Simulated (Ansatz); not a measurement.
Reaction (formal hydrolysis of a C–Te bond): `C=C(C)[TeH]` + H₂O → `C=C(C)O` + H₂Te

Calculated with Ansatz (gas phase, PBE0-D4/def2-TZVP geometries, no zero-point term in ΔE). CBS: MP2 limit from def2 TZ/QZ plus the TZ coupled-cluster correction, frozen cores. This one scheme is used for every species. Functionals use def2-TZVPP. def2 core potentials past Kr. For Te outer-core shells are correlated without core-valence functions, which leaves a few kJ/mol of doubt a bond. Each species was taken in one conformer, which may not be the lowest.

```tsv
level	ΔE (kcal/mol)
PBE	0.6
HF/def2-QZVPP	-2.2
```

What does CCSD(T)/CBS give? (Estimate.)

The calculation gave: +6.2 kcal/mol. The listed levels differ from it by -5.6, -8.4 kcal/mol.

Largest T1 diagnostic among the species: 0.012.

The D4 term adds +2.4 kcal/mol with B3LYP and +1.3 kcal/mol with PBE0; it sums over pairs of atoms, weighted by their polarisabilities, and B3LYP, whose exchange is more repulsive, gets the larger term. In def2-TZVPP, CCSD(T) changes the Hartree–Fock value by +6.7 kcal/mol (the triples alone add +1.0 kcal/mol) and MP2 by +9.8 kcal/mol.

B3LYP here is the variant with VWN-RPA as its local correlation; programs differ in this.
